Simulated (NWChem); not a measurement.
System: C2H4F2Si; SMILES C(=C(/[SiH3])F)/F

The following NWChem deck was run.

```
start job
memory heap 200 mb stack 900 mb global 1100 mb
geometry units angstroms noautoz
  F      0.627197    -1.877185     0.684427
  C     -0.458773    -1.312377     0.172475
  C     -0.482458    -0.022242    -0.172888
  F     -1.636051     0.450932    -0.683538
  Si     0.912845     1.238088    -0.034544
  H     -1.313698    -1.987078     0.062196
  H      2.118069     0.581876     0.540949
  H      0.461117     2.359942     0.839537
  H      1.209882     1.776120    -1.394292
end
basis spherical
  * library def2-svp
end
dft
  xc xpbe96 cpbe96
  iterations 150
  mulliken
end
task dft energy
```

Parts of the log:

```
             Northwest Computational Chemistry Package (NWChem) 7.3.0
             --------------------------------------------------------

 CS  symmetry detected

                             Geometry "geometry" -> ""
                             -------------------------

 Output coordinates in angstroms (scale by  1.889725989 to convert to a.u.)

  No.       Tag          Charge          X              Y              Z
 ---- ---------------- ---------- -------------- -------------- --------------
    1 F                    9.0000     0.73182694    -1.94627499     0.00000000
    2 C                    6.0000    -0.43777920    -1.31981249     0.00000000
    3 C                    6.0000    -0.51984017     0.01343576     0.00000000
    4 F                    9.0000    -1.75666013     0.54795448     0.00000000
    5 Si                  14.0000     0.89502291     1.25947095     0.00000000
    6 H                    1.0000    -1.30900728    -1.98256530     0.00000000
    7 H                    1.0000     2.19425569     0.53396054     0.00000000
    8 H                    1.0000     0.77682288     2.11957824     1.21361947
    9 H                    1.0000     0.77682288     2.11957824    -1.21361947

 Effective nuclear repulsion energy (a.u.)     218.4199150541

      Symmetry information
      --------------------

 Group name             Cs
 Group number              2
 Group order               2
 No. of unique centers     8

  pbe96 is a nonlocal functional; adding pw91lda local functional.

                                 NWChem DFT Module
                                 -----------------

 Summary of "ao basis" -> "ao basis" (spherical)
 ------------------------------------------------------------------------------
       Tag                 Description            Shells   Functions and Types
 ---------------- ------------------------------  ------  ---------------------
 F                          def2-svp                 6       14   3s2p1d
 C                          def2-svp                 6       14   3s2p1d
 Si                         def2-svp                 8       18   4s3p1d
 H                          def2-svp                 3        5   2s1p

      Symmetry analysis of basis
      --------------------------

        a'         66
        a"         28

            General Information
            -------------------
          SCF calculation type: DFT
          Wavefunction type:  closed shell.
          No. of atoms     :     9
          No. of electrons :    48
           Alpha electrons :    24
            Beta electrons :    24
          Charge           :     0
          Spin multiplicity:     1
          Use of symmetry is: on ; symmetry adaption is: on
          Maximum number of iterations: 150
          AO basis - number of functions:    94
                     number of shells:    44
          Convergence on energy requested:  1.00D-06
          Convergence on density requested:  1.00D-05
          Convergence on gradient requested:  5.00D-04

              XC Information
              --------------
          PerdewBurkeErnzerhof Exchange Functional  1.000
            Perdew 1991 LDA Correlation Functional  1.000 local
           PerdewBurkeErnz. Correlation Functional  1.000 non-local

             Grid Information
             ----------------
          Grid used for XC integration:  medium
          Radial quadrature: Mura-Knowles
          Angular quadrature: Lebedev.
          Tag              B.-S. Rad. Rad. Pts. Rad. Cut. Ang. Pts.
          ---              ---------- --------- --------- ---------
          F                   0.50       49          11.0       434
          C                   0.70       49          10.0       434
          Si                  1.10       88          11.0       590
          H                   0.35       45          12.0       434
          Grid pruning is: on
          Number of quadrature shells:   419
          Spatial weights used:  Erf1

      Superposition of Atomic Density Guess
      -------------------------------------

 Sum of atomic energies:        -564.57030416

      Non-variational initial energy
      ------------------------------

 Total energy =    -566.393119
 1-e energy   =   -1216.132660
 2-e energy   =     431.319626
 HOMO         =      -0.257528
 LUMO         =       0.045704

      Symmetry analysis of molecular orbitals - initial
      -------------------------------------------------

  Numbering of irreducible representations:

     1 a'          2 a"

  Orbital symmetries:

     1 a'          2 a'          3 a'          4 a'          5 a'
     6 a'          7 a'          8 a'          9 a"         10 a'
    11 a'         12 a'         13 a'         14 a'         15 a'
    16 a'         17 a"         18 a"         19 a'         20 a'
    21 a"         22 a'         23 a'         24 a"         25 a"
    26 a'         27 a'         28 a'         29 a"         30 a'
    31 a'         32 a'         33 a'         34 a'

     ---------------------------------------------
      Total Density - Mulliken Population Analysis
     ---------------------------------------------

    Atom       Charge   Shell Charges
 -----------   ------   -------------------------------------------------------
    1 F    9     9.35   1.99  1.14  0.77  3.42  2.03  0.01
    2 C    6     5.64   1.99  0.92  0.25  1.72  0.69  0.07
    3 C    6     5.90   1.99  0.95  0.31  1.76  0.84  0.06
    4 F    9     9.38   1.99  1.14  0.77  3.43  2.04  0.01
    5 Si  14    13.58   2.00  1.99  1.01  0.28  5.94  1.15  1.09  0.13
    6 H    1     0.94   0.68  0.23  0.02
    7 H    1     1.07   0.69  0.36  0.01
    8 H    1     1.07   0.70  0.37  0.01
    9 H    1     1.07   0.70  0.37  0.01

[...]
```

Level: PBE/def2-SVP. All runs use the structure optimised with PBE0/def2-SVP.
